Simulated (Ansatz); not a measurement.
A nudged elastic band was laid between two geometries of C$_{3}$H$_{11}$BSi (16 atoms, charge 0, multiplicity 1).

The calculation used Ansatz 0.2.0, RKS PBE/def2-SVP.

| Item | Value |
| --- | --- |
| movable images | 7 |
| climbing image | yes |
| spring | 5.0 eV/Å² |
| optimiser | quadratic models (default) |
| start path | IDPP |
| force threshold | 0.05 eV/Å |
| iteration limit | 60 |
| end points | relaxed |

First end point:

```xyz
16
Properties=species:S:1:pos:R:3
C -0.203 2.449 -0.537
Si 0.901 1.030 0.085
B 0.020 -0.813 0.150
C 0.936 -2.085 0.273
C -1.546 -0.959 0.115
H 0.332 3.420 -0.515
H -0.532 2.265 -1.581
H -1.112 2.546 0.092
H 1.366 1.357 1.491
H 2.165 0.984 -0.748
H 1.130 -2.373 -0.792
H 0.445 -2.966 0.738
H 1.937 -1.926 0.723
H -1.916 -1.969 -0.161
H -1.857 -0.798 1.178
H -2.089 -0.185 -0.466
```

Last end point:

```xyz
16
Properties=species:S:1:pos:R:3
C -0.118 2.513 -0.016
Si 0.941 0.959 0.275
B -0.010 -0.826 -0.022
C 0.859 -2.116 -0.250
C -1.579 -0.917 0.013
H 0.452 3.438 0.203
H -0.462 2.565 -1.069
H -1.017 2.505 0.634
H 1.431 0.969 1.711
H 2.194 1.047 -0.571
H 0.993 -2.151 -1.360
H 0.356 -3.069 0.023
H 1.885 -2.095 0.170
H -1.819 -1.010 1.102
H -2.124 -0.014 -0.330
H -2.005 -1.822 -0.469
```

Q: Which bonds break or form, and what moves?

A: No bond is made or broken. The dihedral Si2–B3–C5–H16 goes from 32 to 161°. The two ends are copies of one structure, up to a mirror image or an exchange of like atoms.

Q: What energy profile does the band end with?

A: The forces met the threshold. The highest image is number 5 of 0 to 8, 0.018 eV above the ends, which have the same energy within 2 meV. A vibrational analysis at the climbing image gives one clearly imaginary mode, 107i cm⁻¹: a first-order saddle point.

| image | path coordinate (Å) | energy (eV) | dihedral Si2–B3–C5–H16 (°) |
| --- | --- | --- | --- |
| 0 | 0.00 | 0.000 | 32 |
| 1 | 0.49 | 0.005 | 47 |
| 2 | 0.97 | 0.011 | 64 |
| 3 | 1.46 | 0.012 | 81 |
| 4 | 1.95 | 0.015 | 98 |
| 5 | 2.44 | 0.018 | 116 |
| 6 | 2.86 | 0.015 | 132 |
| 7 | 3.29 | 0.005 | 148 |
| 8 | 3.72 | 0.000 | 161 |

Q: What is the geometry of the highest image?

A: 
```xyz
16
Properties=species:S:1:pos:R:3
C -0.113 2.521 0.088
Si 0.949 0.959 0.310
B -0.013 -0.816 -0.001
C 0.849 -2.090 -0.340
C -1.584 -0.927 0.057
H 0.461 3.437 0.334
H -0.471 2.613 -0.958
H -1.004 2.489 0.749
H 1.452 0.919 1.742
H 2.194 1.077 -0.544
H 1.011 -2.035 -1.445
H 0.351 -3.063 -0.144
H 1.869 -2.096 0.096
H -1.897 -1.769 0.714
H -2.142 -0.016 0.348
H -1.935 -1.225 -0.960
```

Q: What are the harmonic wavenumbers there?

A: 107i, 29, 108, 120, 146, 231, 263, 317, 412, 479, 577, 611, 654, 693, 786, 803, 835, 852, 860, 890, 1054, 1106, 1212, 1241, 1259, 1349, 1371, 1381, 1386, 1389, 1400, 2095, 2114, 2931, 2942, 2976, 3010, 3014, 3060, 3068, 3073, 3078 cm⁻¹.

The band took 5 iterations and about 3 core-minutes.

The run took 110 s on 2 threads of Arm Neoverse V2, on a shared host, peak memory 0.17 GiB.
